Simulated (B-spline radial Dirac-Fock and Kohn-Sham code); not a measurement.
**Subshell cross sections of Sb⁺, photon energy 1360 eV**

System: antimony as Sb⁺ in the configuration 1s2 2s2 2p6 3s2 3p6 3d10 4s2 4p6 4d10 5s2 5p2.

These are calculated numbers from a B-spline atomic structure program; the model is the independent-particle Dirac-Slater model, thresholds from Dirac-Fock. The asymmetry parameter β is from the dipole term alone. Kinetic energies are from the vacuum level. Open shells are spread statistically over j, without multiplet splitting.

The last column is dσ/dΩ = σ/(4π) · [1 − (β/2) P₂(cos θ)] at θ = 0° from the beam of unpolarised light.

| subshell | electrons | binding (eV) | kinetic (eV) | σ (kb) | β | dσ/dΩ (kb/sr) |
| --- | --- | --- | --- | --- | --- | --- |
| 3s | 2 | 965.8 | 394.2 | 54.8 | 1.99 | ≈ 0 |
| 3p1/2 | 2 | 833.5 | 526.5 | 76.1 | 1.46 | 1.62 |
| 3p3/2 | 4 | 786.6 | 573.4 | 159 | 1.49 | 3.23 |
| 3d3/2 | 4 | 555.3 | 804.7 | 198 | 1.18 | 6.44 |
| 3d5/2 | 6 | 546.0 | 814.0 | ? | ? | ? |
| 4s | 2 | 179.9 | 1180.1 | 13.7 | 1.99 | ≈ 0 |
| 4p1/2 | 2 | 133.4 | 1226.6 | 15.5 | 1.69 | 0.192 |
| 4p3/2 | 4 | 124.8 | 1235.2 | 30.9 | 1.71 | 0.363 |
| 4d3/2 | 4 | 49.90 | 1310.1 | 22.1 | 1.34 | 0.581 |
| 4d5/2 | 6 | 48.67 | 1311.3 | 31.8 | 1.32 | 0.862 |
| 5s | 2 | 23.97 | 1336.0 | 1.81 | 1.99 | ≈ 0 |
| 5p1/2 | 0.67 | 15.88 | 1344.1 | 0.483 | 1.71 | 0.00565 |
| 5p3/2 | 1.33 | 15.16 | 1344.8 | 0.928 | 1.72 | 0.0102 |

Q: What are σ and β for 3d5/2?

A: σ = 287 kb, the largest of all subshells and 32 % of the total, and β = 1.18, which gives dσ/dΩ = 9.30 kb/sr.

Run: 6.9 s of CPU time on 1 thread of Neoverse-V1 (shared host), peak memory 0.39 GiB.
